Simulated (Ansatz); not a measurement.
Ansatz (an electronic-structure program) input (wB97X-V/def2-TZVPD):

Ansatz 0.2 input:
```yaml
crystal:
  periodic: [false, false, false]
  atoms:
    - {symbol: Ba, position_ang: [-0.00000000, -0.00000000, -0.24333519]}
    - {symbol: O, position_ang: [0.00000000, 0.00000000, 1.70334633]}
basis:
  gaussian:
    orbitals: def2-TZVPD
hamiltonian:
  xc: {name: wB97X-V}
magnetization: {spin_polarized: true, initial_magnetization: 2}
```

Output:

```
Functional definition: wB97X-V
integrals: 0.05 GiB planned
471 factors; their error is unknown
integrals: 0.08 GiB planned
136 factors; integrals over basis functions are off by at most 3.6e-5 eV
mean field: 0.41 GiB planned
mean field evaluation 1: about -2733.5950 eV, gradient 3.4e1 eV
mean field evaluation 2: about -2729.7179 eV, gradient 4.8e1 eV
mean field evaluation 4: about -2738.2603 eV, gradient 5.7e-1 eV
mean field evaluation 8: about -2738.2730 eV, gradient 4.7e-2 eV
mean field evaluation 16: about -2738.2809 eV, gradient 7.3e-4 eV
mean field evaluation 32: about -2738.2809 eV, gradient 3.4e-5 eV
mean field -2738.28094545 eV, -100.6299686718 hartree, gradient 3.4e-5 eV, S^2 2.004488; 3 other end points of the search recorded, 0 dependent functions left out
reference -2738.28094721 eV, -100.6299687364 hartree; 10, 8 occupied and 70, 72 virtual orbitals, 471 factors
Total energy: -2738.28094721 eV, -100.6299687364 hartree
```

This state (charge 0, triplet) is run at the relaxed geometry of the species with charge 0 and multiplicity 1, and is a spin state other than that species' own.
